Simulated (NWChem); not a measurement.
Species: CH2BNO; SMILES BN=C=O

```xyz
6

B      0.0000     0.0000    -1.9437
H      0.0000     1.0549    -2.5322
H      0.0000    -1.0549    -2.5322
N      0.0000     0.0000    -0.5388
C      0.0000     0.0000     0.6590
O      0.0000     0.0000     1.8250
```
Atoms are numbered in this order, from 1.

Results from NWChem. Pople sets run with spherical d functions. All runs use the structure optimised with PBE0/def2-SVP. Total energies compare along this basis series because the functional is fixed.

| level | basis functions | energy (Ha) | highest occupied level (eV) | orbital gap (eV) | dipole (D) |
|---|---|---|---|---|---|
| B3LYP/STO-3G | 22 | -191.5664 | -5.57 | 6.18 | 0.06 |
| B3LYP/3-21G | 40 | -193.0814 | -7.72 | 5.87 | 0.56 |
| B3LYP/6-31G* | 60 | -194.1546 | -7.85 | 5.99 | 0.91 |
| B3LYP/6-31+G* | 76 | -194.1642 | -8.13 | 5.92 | 1.20 |
| B3LYP/6-311G** | 84 | -194.2136 | (withheld) | 5.90 | 0.95 |
| B3LYP/6-311++G** | 102 | -194.2177 | -8.14 | 5.87 | 1.20 |

### Question
Fill in the missing entries.

### Answer

- B3LYP/6-311G**, highest occupied level (eV): -8.03
